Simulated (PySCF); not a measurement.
How the functional moves excitation energies

Hexachloroethane, C2Cl6.
SMILES with atom numbers: `[Cl:1][C:2]([Cl:3])([Cl:4])[C:5]([Cl:6])([Cl:7])[Cl:8]`

Linear-response calculations in the def2-SVPD basis (PySCF; singlets by full response, triplets Tamm–Dancoff, core orbitals frozen in the response; HF means time-dependent Hartree–Fock). 'Strongest' is the level of largest summed f among the singlets computed (10 roots, of which the last may lack a degenerate partner); it can jump between rows when another state enters that window. S1 is the lowest singlet of each run and needn't be the same state throughout; f(S1) is that of one state. Geometry: PBE0-D3(BJ)/def2-SVP; no solvent, vibrations or thermal averaging.

```tsv
functional	kind	S1 (eV)	f(S1)	strongest (eV)	T1 (eV)	HOMO (eV)	gap (eV)	ionisation energy, ΔSCF (eV)
LDA	LDA	5.23	0.000	5.59	5.08	-7.59	5.16	10.08
PBE	GGA	5.26	0.000	5.68	5.08	-7.48	5.20	9.95
B3LYP	global hybrid, 20% exact exchange	6.04	0.000	6.41	5.59	-8.61	7.12	10.52
PBE0	global hybrid, 25% exact exchange	6.23	0.000	6.61	5.70	-8.90	7.64	10.67
BHandHLYP	global hybrid, 50% exact exchange	6.77	0.000	7.07	6.06	-10.18	9.99	11.22
wB97X-D	range-separated hybrid	6.51	0.000	6.85	5.92	-10.79	11.32	11.04
LC-wPBE	range-separated hybrid	6.81	0.000	7.10	6.02	-11.72	12.77	11.66
HF	Hartree–Fock	7.49	0.000	7.74	6.53	-12.26	14.16	not settled
```

Task: What does CAM-B3LYP (range-separated hybrid) give?

Result: S1 (eV) 6.50, f(S1) 0.000, strongest (eV) 6.81, T1 (eV) 5.85, HOMO (eV) -10.26, gap (eV) 10.14, ionisation energy, ΔSCF (eV) 11.08. S1 runs from 5.23 eV (LDA) to 7.49 eV (HF), a spread of 2.26 eV, while the orbital gap spreads over 9.0 eV. Along PBE (0%), B3LYP (20%), PBE0 (25%), BHandHLYP (50%), HF (100%) S1 rises with the share of exact exchange. −ε(HOMO) comes closest to its own ΔSCF ionisation energy with LC-wPBE (+0.06 eV) and misses most with LDA (-2.49 eV). 'Not settled' means that the ion's SCF failed to converge or may have ended in another state than the lowest.
